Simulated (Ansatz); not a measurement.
Born–Oppenheimer molecular dynamics of AlBrF$_{2}$H$_{2}$ (6 atoms, charge 0, multiplicity 1). It starts at the highest image of a converged band, a first-order saddle point between two minima.

Level of theory: Ansatz 0.2.0, RKS B3LYP/def2-SVP.

```json
{
  "ensemble": "NVE (velocity Verlet)",
  "time step": "0.5 fs",
  "steps asked": "200",
  "starting velocities drawn for": "100 K",
  "seed": "6572"
}
```

First frame:

```xyz
6
Properties=species:S:1:pos:R:3
Al -0.015 -0.214 0.014
F 0.035 0.029 1.788
F 1.454 0.151 -0.672
H -1.370 0.119 -0.680
Br 0.080 -2.589 0.936
H 0.093 -1.253 1.868
```

(1) How far do the bonds stretch over the last three quarters of this one trajectory? (Pairs bonded in most of those frames.)

Answers

(1) 
```csv
bond,mean (Å),spread (Å),shortest,longest
Al1–F2,1.693,0.030,1.65,1.75
Al1–F3,1.667,0.013,1.65,1.69
Al1–H4,1.563,0.008,1.55,1.58
Al1–Br5,2.731,0.122,2.56,2.96
Br5–H6,1.454,0.035,1.43,1.57
```

Mean temperature of the second half: 306 K. The conserved energy stayed within 0.0088 meV per atom of its start (net change 0.0068 meV per atom), so the integration is sound. The system heated up, since it started high on the potential surface and ran downhill. A run of 0.1 ps of so small a system gives no equilibrium averages. The orbitals stay closed-shell, which can raise the energy where a bond breaks towards radicals; this wasn't checked here.

Run time: 4.2 min on 2 threads of Intel(R) Xeon(R) Platinum 8488C (Sapphire Rapids), on a shared host, peak memory 0.2 GiB.
